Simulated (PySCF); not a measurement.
Dipole response of Zn²⁺ (zinc, charge +2)

[Ar] 3d10, closed-shell 1S. All numbers are calculated (PySCF 2.14, scalar relativity by spin-free X2C-1e, in aug-cc-pVDZ-DK (7s6p4d2f, 59 functions)). Coupled (time-dependent) response in atomic units; α is the mean over directions. A double-zeta set is small for polarisabilities.

```
   method  mean α (bohr³)  C₆ (like pair)  S(−4)
      UHF           2.188           5.653  1.954
      PBE           2.843           7.494  4.459
     PBE0           2.619           6.870  3.427
BHandHLYP           2.460           6.409  2.852
```

S(−4) is the Cauchy moment in α(ω) = α(0) + S(−4) ω² + …

α(iu) at PBE0:

| u (hartree) | α(iu) (bohr³) |
| --- | --- |
| 0 | 2.619 |
| 0.0500 | 2.610 |
| 0.100 | 2.585 |
| 0.200 | 2.493 |
| 0.300 | 2.364 |
| 0.500 | 2.073 |
| 0.750 | 1.754 |
| 1.00 | 1.509 |
| 1.50 | 1.163 |
| 2.00 | 0.9241 |
| 3.00 | 0.6194 |
| 5.00 | 0.3350 |

A single London oscillator, α(iu) = α/(1 + u²/ω²), gives C₆ = (3/4) ω α². Matching the computed C₆ needs ω = 4 × 6.870 / (3 × 2.619²) = 1.34 hartree.

For an ion, C₆ is the dispersion term alone; charge-induced terms of lower order in 1/R come first.
